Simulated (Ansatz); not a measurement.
Job for Ansatz (a first-principles code): R-CCSD(T)/cc-pV(T+d)Z on SiH4 (SMILES [SiH4]). The basis file is the Basis Set Exchange's JSON of that set.

Ansatz 0.2 input:
```yaml
crystal:
  periodic: [false, false, false]
  atoms:
    - {symbol: Si, position_ang: [-0.00000000, -0.00000000, 0.00000000]}
    - {symbol: H, position_ang: [0.86054855, 0.86054855, 0.86054855]}
    - {symbol: H, position_ang: [-0.86054855, -0.86054855, 0.86054855]}
    - {symbol: H, position_ang: [-0.86054855, 0.86054855, -0.86054855]}
    - {symbol: H, position_ang: [0.86054855, -0.86054855, -0.86054855]}
basis:
  gaussian:
    orbitals: cc-pV_T+d_Z.json
magnetization: {spin_polarized: false}
correlation: {method: ccsd_t, electrons: outside_noble_gas}
scf: {lower_state_search: off}
```

It printed:

```
WARN ansatz: RAYON_NUM_THREADS=4 ignored (pool sized by the plan → 4); use --threads N
Functional definition: HF
these checks for a lower state are left out or cut short: stability, starts, cluster_reference, orbital_swaps, neighbouring_geometries, increment
integrals: 0.09 GiB planned
532 factors; integrals over basis functions are off by at most 6.7e-4 eV
mean field: 0.13 GiB planned
mean field evaluation 1: about -7925.0136 eV, gradient 1.0e1 eV
mean field evaluation 2: about -7925.0149 eV, gradient 1.0e1 eV
mean field evaluation 4: about -7925.6763 eV, gradient 3.7e-1 eV
mean field evaluation 8: about -7925.6771 eV, gradient 6.5e-5 eV
mean field -7925.67707147 eV, -291.2632601596 hartree, gradient 2.2e-6 eV, S^2 0.000000; 0 other end points of the search recorded, 0 dependent functions left out
5 core orbitals not correlated
reference -7925.67707147 eV, -291.2632601596 hartree; 4, 4 occupied and 86, 86 virtual orbitals, 532 factors
second order -3.89115666 eV of doubles, -0.00000000 eV of singles
coupled cluster: 0.21 GiB planned
cycle   1  -4.48156605 eV  change   -5.9e-1 eV  update   5.5e-2
cycle   2  -4.69983148 eV  change   -2.2e-1 eV  update   1.9e-2
cycle   3  -4.70595221 eV  change   -6.1e-3 eV  update   4.3e-3
cycle   4  -4.70437263 eV  change    1.6e-3 eV  update   1.4e-3
cycle   5  -4.70401290 eV  change    3.6e-4 eV  update   3.9e-4
cycle   6  -4.70402863 eV  change   -1.6e-5 eV  update   7.1e-5
cycle   7  -4.70404305 eV  change   -1.4e-5 eV  update   1.6e-5
cycle   8  -4.70404367 eV  change   -6.2e-7 eV  update   3.7e-6
perturbative correction -0.10415270 eV, -0.0038275410 hartree
Total energy: -7930.48526783 eV, -291.4399581169 hartree
Checks for a lower state left out: stability, starts, cluster_reference, orbital_swaps, neighbouring_geometries, increment
```

The calculation finished and met its thresholds.

Cost: very roughly 3 core-seconds.
